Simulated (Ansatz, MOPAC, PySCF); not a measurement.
Dimer: SiH4 (SMILES [SiH4]) (first 5 atoms) with C2H2 (SMILES C#C); geometry from B3LYP-D3(BJ)/def2-TZVP.
(charge 0, multiplicity 1):
```xyz
9

Si    -0.290    -0.038     0.140
H     -0.543    -0.047    -1.321
H      1.096     0.414     0.387
H     -0.475    -1.406     0.671
H     -1.243     0.888     0.790
C      0.953     0.063     3.633
C     -0.226     0.029     3.836
H      1.999     0.094     3.450
H     -1.273     0.000     4.014
```

Interaction energies are E(AB) − E(A) − E(B) at the monomers' geometry in the complex; basis-set methods are counterpoise corrected. Rows marked so take none.

Rows in 6-31G* carry no dispersion term and start afresh at each structure (6-31G* with six Cartesian d functions). The state that PM7 reach isn't checked; PM7 holds dispersion and hydrogen-bond terms.

Programs: Ansatz (Gaussian orbitals); MOPAC for PM7 (differences of heats of formation); PySCF for 6-31G* rows, the dispersion terms. 

Task: One of these levels gives -0.70 kcal/mol for the interaction energy. Name it.
A. r2SCAN-D4/def2-TZVPPD
B. BP86/6-31G* (no counterpoise)
C. PM7
D. B3LYP/6-31G*

Result: C, PM7. The others give -0.09 (BP86/6-31G* (no counterpoise)), -1.20 (r2SCAN-D4/def2-TZVPPD), 0.53 (B3LYP/6-31G*)

Ansatz is a quantum-chemistry and plane-wave program.
